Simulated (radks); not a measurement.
Charge is removed step by step from the 4p down level of Pd+, starting from [Ar] 3d10 4s2 4p(up 3, down 3) 4d9. Calculated with a radial shooting solver on a logarithmic mesh with Libxc functionals: scalar-relativistic Kohn-Sham, LDA (Slater exchange, Perdew-Wang correlation), spin-polarised, spherical densities, finite nucleus; open shells are filled with parallel spins first (spin-orbit coupling, left out, can overturn this in heavy ions); Fermi nuclear charge, rms radius 4.5318 fm.

removed (e) = 0: E - E(0) (eV) 0.000; eigenvalue (eV) -62.289; E minus straight line (eV) 0.000
removed (e) = 0.1: E - E(0) (eV) 6.293; eigenvalue (eV) -63.635; E minus straight line (eV) -0.637
removed (e) = 0.2: E - E(0) (eV) 12.721; eigenvalue (eV) -65.005; E minus straight line (eV) -1.138
removed (e) = 0.3: E - E(0) (eV) 19.287; eigenvalue (eV) -66.397; E minus straight line (eV) -1.501
removed (e) = 0.4: E - E(0) (eV) 25.994; eigenvalue (eV) -67.812; E minus straight line (eV) -1.724
removed (e) = 0.5: E - E(0) (eV) 32.843; eigenvalue (eV) -69.247; E minus straight line (eV) -1.804
removed (e) = 0.6: E - E(0) (eV) 39.837; eigenvalue (eV) -70.702; E minus straight line (eV) -1.740
removed (e) = 0.7: E - E(0) (eV) 46.977; eigenvalue (eV) -72.176; E minus straight line (eV) -1.529
removed (e) = 0.8: E - E(0) (eV) 54.266; eigenvalue (eV) -73.668; E minus straight line (eV) -1.170
removed (e) = 0.9: E - E(0) (eV) 61.704; eigenvalue (eV) -75.178; E minus straight line (eV) -0.661
removed (e) = 1: E - E(0) (eV) 69.294; eigenvalue (eV) -76.704; E minus straight line (eV) 0.000

Removing the whole electron costs 69.294 eV by Delta-SCF, against 62.289 eV from minus the eigenvalue at the starting occupation. Slater's transition state (half an electron removed) gives 69.247 eV. Integrating minus the eigenvalue over the occupation (Janak's theorem) gives 69.330 eV. In this scalar-relativistic scheme the density is built from large components alone, so the theorem holds only approximately. The mean slope of the eigenvalue, de/dn, is 14.4 eV per electron.
